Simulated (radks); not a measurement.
Question: Coherent X-ray form factor from a spherical all-electron density. Calculated with a radial shooting solver on a logarithmic mesh with Libxc functionals: Dirac Kohn-Sham, PBE, spin-unpolarised, spherical densities, point nucleus.

sin(theta)/lambda (1/angstrom)  f0 (electrons)
0.05                                    60.588
0.1                                     57.503
0.15                                    54.097
0.2                                     50.678
0.25                                    47.302
0.3                                     44.090
0.4                                     38.488
0.5                                     33.959
0.6                                     30.205
0.8                                     24.314
1                                       20.234
1.25                                    17.003
1.5                                     14.783
2                                       11.064

The species is in the configuration that NIST lists as its ground one. Which atom or ion scatters so?

Answer: Neutral samarium, [Xe] 4f6 6s2. Extrapolating in s^2 from the first two rows gives f0(0) = 61.6, near the electron count 62; among species with that count, the fall with angle is slower the higher Z, and the table is that of Z = 62; from so few rows the species is fixed only to a neighbour or two.
